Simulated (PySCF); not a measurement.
C2H7GeN, SMILES C=[CH][GeH2][NH2].

Geometry: B3LYP-D3(BJ)/def2-SVP. This is a generated structure with no PubChem entry under its InChIKey; it may be hypothetical. The values are those of a single conformer.

Two levels are set side by side: PBE/def2-TZVP (PySCF) and ωB97X/def2-TZVP (PySCF). Same geometry, gas phase. Differences are taken from unrounded values.

```
quantity                     ωB97X    PBE  PBE minus ωB97X
---------------------------  -----  -----  ---------------
orbital gap (eV)             11.26   4.32            -6.93
highest occupied level (eV)  -9.56  -5.74             3.82
lowest empty level (eV)       1.70  -1.42            -3.11
dipole moment (D)             1.63   1.53            -0.10
mean polarisability (bohr³)   62.1   65.1              3.0
```

Without exact exchange PBE keeps part of each electron's self-repulsion, which lifts occupied levels and narrows the gap. Loosely held outer electrons make PBE densities more polarisable. Differences between two approximate levels are no errors against the true value.

Rough cost on one machine, each run with all the roots and properties that it gave: ωB97X against PBE within a factor of 2.
